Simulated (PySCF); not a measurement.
C6H7NOS.
Atom-mapped SMILES: `[CH3:1][S@@:2](=[O:3])[c:4]1[cH:5][cH:6][cH:7][cH:8][n:9]1` (hydrogens: H10, H11, H12 on C1; H13 on C5; H14 on C6; H15 on C7; H16 on C8)

Geometry (PBE0-D3(BJ)/def2-SVP, Å), atoms numbered from 1 in this order:
```
atom  x, y, z in Å
C1     2.5985    0.5804    0.5413
S2     1.7224    0.3901   -1.0365
O3     2.0978   -0.9537   -1.5964
C4     0.0758    0.1779   -0.2932
C5    -0.5933   -1.0082   -0.5729
C6    -1.8757   -1.1444   -0.0464
C7    -2.4056   -0.1024    0.7129
C8    -1.6301    1.0400    0.9183
N9    -0.4052    1.1843    0.4178
H10    2.5017   -0.3653    1.0921
H11    3.6508    0.7783    0.2981
H12    2.1525    1.4212    1.0895
H13   -0.0922   -1.7706   -1.1738
H14   -2.4555   -2.0533   -0.2257
H15   -3.4071   -0.1694    1.1425
H16   -2.0167    1.8751    1.5126
```

Method used: TDDFT wB97X-D/def2-SVPD, vertical, gas phase, core orbitals frozen in the response (PySCF 2.14.0, density-fitted response routines).

Ground-to-excited transition dipoles (e·a0, same axes as the geometry; the sign carries no meaning), for the states with f of 0.002 or more among the lowest 8:

```csv
state,E (eV),μx,μy,μz
S1,4.783,-0.453,-0.064,0.203
S2,5.228,0.651,0.031,-0.026
S3,5.279,-0.284,0.155,0.088
S4,5.617,0.036,0.165,0.184
S5,5.896,0.671,0.055,-0.222
S6,6.133,-0.306,-0.289,0.012
S8,6.454,0.197,0.156,-0.017
```

Work out the oscillator strengths.

f = (2/3) ΔE |μ|² with ΔE in hartree (27.2114 eV).

| state | \|μ\|² (au) | \|μ\| (D) | f |
| --- | --- | --- | --- |
| S1 | 0.250 | 1.27 | 0.029 |
| S2 | 0.425 | 1.66 | 0.054 |
| S3 | 0.112 | 0.85 | 0.015 |
| S4 | 0.062 | 0.63 | 0.009 |
| S5 | 0.502 | 1.80 | 0.073 |
| S6 | 0.177 | 1.07 | 0.027 |
| S8 | 0.063 | 0.64 | 0.010 |

What angle do the transition dipoles of S6 and S8 make?

|cos θ| = |μa·μb| / (|μa| |μb|) = 1.00, so θ ≈ 5° (taken between 0 and 90°, since the signs are arbitrary).

How is the summed strength of these states shared among x, y and z?

(2/3) Σ ΔE μα² gives 0.174 for x, 0.024 for y and 0.018 for z, 0.216 in all.

What peak molar absorption coefficient would the strongest computed level give as a lone Gaussian band 0.4 eV wide at half height?

ε(max) = 2.175×10⁸ f / FWHM, with the width in cm⁻¹. S5: 2.175×10⁸ × 0.0725 / 3226 ≈ 4900 L mol⁻¹ cm⁻¹.

The vertical ionisation energy (ΔSCF) is 8.77 eV, 2.31 eV above S8.

One conformer stands for the species.
